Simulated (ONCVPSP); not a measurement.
Before and after: ONCV potential for Si

- Element: silicon
- Generator: ONCVPSP 4.0.1
- Type: optimised norm-conserving Vanderbilt (ONCV)
- Functional: LDA (Perdew-Wang 92)
- Relativity: scalar-relativistic
- Frozen core: [Ne]
- Valence charge: 4
- Reference configuration: 3s2 3p0.5 (charge +1.5)
- Partial waves: 3s: rc 1.75 bohr, ncon 3, nbas 7, qcut 4.1 1/bohr, 3 projectors, debl 0.6 Ha; 3p: rc 1.45 bohr, ncon 3, nbas 7, qcut 6.6 1/bohr, 2 projectors, debl 1.3 Ha; d scattering state at 0.34 Ha: rc 1.60 bohr, ncon 3, nbas 8, qcut 5.6 1/bohr, 3 projectors, debl 3.5 Ha
- Local potential: polynomial inside 1.45 bohr (lpopt 5, dvloc0 0 Ha)
- Core correction: none

In the s channel the program set the typed energies aside and used -0.873, 0.250, 0.850 Ha.

Change: all radii scaled by about 0.80 (s 1.40, p 1.16, d 1.28 bohr); local potential polynomial inside 1.16 bohr (lpopt 5, dvloc0 0 Ha).

Cutoffs: the cutoffs (Ha) at which the residual kinetic energy of the hardest occupied pseudo-wave falls to 1 and 0.1 mHa per electron; they do not see the model core or the augmentation charge, which bear on the density cutoff. Errors are all-electron minus pseudo energies relative to the spin-unpolarised reference configuration.

What does the change do?

A bound ghost appears in d, p, s, which as a rule spoils a file; of the 4 tests that both files solve, the error grows in 3 and shrinks in 1 by more than 15 % and 0.3 meV (median size 8.4 → 10.0 meV).

```tsv
quantity	base	changed
cutoffs, loose and tight	7.5 Ha, 23 Ha	not determined
bound ghosts	none	s, p, d
GHOST(+) flags under 300 eV	s at 140.5 eV	none
error for 3s2 3p2, meV [ΔE -14.76 eV]	+13	+15
error for 3s2 3p1, meV [ΔE -6.94 eV]	+3.6	+4.8
error for 3s2 3p0, meV [ΔE 9.17 eV]	+4.6	+2.0
error for 3s0 3p4, meV [ΔE -0.98 eV]	+12	+45
```

Base: The cutoffs count occupied waves only; projector 2 of the p channel, the hardest unoccupied one, needs 65 Ha at the loose tolerance. A true bound ghost makes a file unfit for plane-wave use even where its test errors are small: the radial tests pick states by their node count and pass the ghost by.
